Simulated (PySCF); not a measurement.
MoO3, charge +1, doublet, at a GFN2-xTB geometry (such geometries of metal compounds can be far from the true shape) (the multiplicity is a formal guess) (core potentials on Mo). Base run: R2SCAN/def2-TZVP in PySCF.

PySCF was given this input:
```python
from pyscf import gto, scf, dft

mol = gto.M(
    atom='''
Mo    0.00000000   -0.00000000   -0.00000000
O    -1.13555064   -1.19952535   -0.09964600
O    -0.10119083    1.31969514   -0.99319224
O     1.23674147   -0.12016978    1.09283824
''',
    basis='def2-tzvp',
    ecp={'Mo': 'def2-tzvp'},
    charge=1,
    spin=1,
    verbose=4,
)

mf = dft.UKS(mol)
mf.xc = 'r2scan'
mf.kernel()
mf.analyze()
```

Each row names what was changed in the base input (with any setting that the change needs).

```csv
change,ΔE vs base (µEh),outcome
base,0.0,converged
auxbasis = even-tempered beta=2.0,-90.4,converged
auxbasis = def2-svp-ri,-,input refused
auxbasis = def2-universal-jkfit,-56.2,converged
auxbasis = cc-pvtz-jkfit,-,input refused
auxbasis = def2-tzvp-ri,-,input refused
auxbasis = autoaux,-2.7,converged
auxbasis = cc-pvqz-jkfit,-,input refused
auxbasis = def2-universal-jfit,-140,converged
auxbasis = cc-pvdz-jkfit,-,input refused
```

A fitting set is made for a task (jfit for Coulomb, jkfit for Coulomb and exchange, ri for correlation) and for a family of orbital bases.

Open shells are given as the SCF converged; they aren't shown to be the lowest states, and a large step between rows can be another state.

- auxbasis = def2-svp-ri: ended with `pyscf.lib.exceptions.BasisNotFoundError: Basis set not found for Mo in def2-svp-ri`
- auxbasis = cc-pvtz-jkfit: ended with `pyscf.lib.exceptions.BasisNotFoundError: Basis set not found for Mo in cc-pvtz-jkfit`
- auxbasis = def2-tzvp-ri: ended with `pyscf.lib.exceptions.BasisNotFoundError: Basis set not found for Mo in def2-tzvp-ri`
